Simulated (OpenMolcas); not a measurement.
Pt2+ with 6 ligands (sulfide) in octahedral coordination (Oh). A charge of +1.67 e stands 2.4 Å behind each ligand. Ligand basis ANO-RCC-VDZP.

```
Program             : OpenMolcas 26.06
Method              : CASSCF
Basis               : ANO-RCC-VDZP [7s6p4d2f]
Scalar Hamiltonian  : DKH2, point nucleus
Active space        : 8 electrons in 5 orbitals (5d)
State averaging     : 2S+1 = 3 even, 10 roots; 2S+1 = 1 even, 15 roots
Spin-orbit coupling : state interaction with AMFI integrals over the reference wave functions
```

All ligands move together. At R = 2.43 Å the first state of the same spin is 5031 cm-1, and at R = 2.71 Å it is 3220 cm-1.

**Question.** A third run gives 4042 cm-1. What distance was it run at?

**Answer.** With a power law R^-n the two known points give n = -ln(3220 / 5031) / ln(2.71 / 2.43) = 4.09. Then R = 2.43 × (5031 / 4042)^(1/4.09) = 2.564 Å. The run was at 2.58 Å, so the estimate is off by -0.016 Å.

Without dynamic correlation the repulsion within the d shell is too large (B by tens of per cent), so at a given field states of lower spin stand too high. Real 4d8 and 5d8 ions are as a rule square planar and diamagnetic. The sulfide ions are held by bare point charges, a crude embedding. With metal d orbitals alone the field can be off either way by tens of per cent. Ligand-to-metal charge-transfer states are missing. With no ligand orbital active B as a rule stays too high, so bands that hang on it stand too high and its fall with covalency is understated. Spin-orbit coupling mixes the spin-free states strongly: the lowest level takes only 70 % from its leading state, 3A2 (figures for R = 2.43; the like holds for R = 2.58, R = 2.71). The least metal-like active orbital is 71 % on the metal (Löwdin) and no ligand orbital is active, so the numbers are rough (holds for R = 2.43). The least metal-like active orbital is 81 % on the metal (Löwdin) and no ligand orbital is active, so the numbers are rough (holds for R = 2.58). No measured value stands beside these numbers; the geometry was imposed, not optimised, and the real ion may take another.
